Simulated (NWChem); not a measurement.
# C5H3NSe; SMILES N#Cc1cc[se]c1

```xyz
10

N      0.4252    -3.7326     0.0000
C      0.2186    -2.5912     0.0000
C     -0.0449    -1.1877     0.0000
C     -1.3744    -0.6435     0.0000
C     -1.4191     0.7178     0.0000
Se     0.2784     1.4644     0.0000
C      0.9592    -0.2459     0.0000
H     -2.2647    -1.2742     0.0000
H     -2.3082     1.3473     0.0000
H      2.0307    -0.4406     0.0000
```
Atoms are numbered in this order, from 1.

All runs use the structure optimised with PBE0/def2-SVP.

Spin-orbit effects, on the heavy nuclei and on their neighbours, are missing.

Question: Give the principal values of the shielding tensors (ppm) of N1, C2, C3, C4, C5 from LDA (Slater exchange, VWN5)/pcSseg-1, GIAO (NWChem), with their diamagnetic and paramagnetic parts as GIAO splits them.

Answer: 
```tsv
atom	σ11	σ22	σ33	isotropic	diamagnetic	paramagnetic
N1	-233.2	-184.2	233.2	-61.4	341.8	-403.2
C2	-61.8	-51.3	285.2	57.4	255.7	-198.3
C3	-9.6	59.4	131.8	60.5	260.1	-199.6
C4	-38.2	23.8	134.5	40.0	250.2	-210.2
C5	-53.4	28.7	133.7	36.3	254.7	-218.4
```
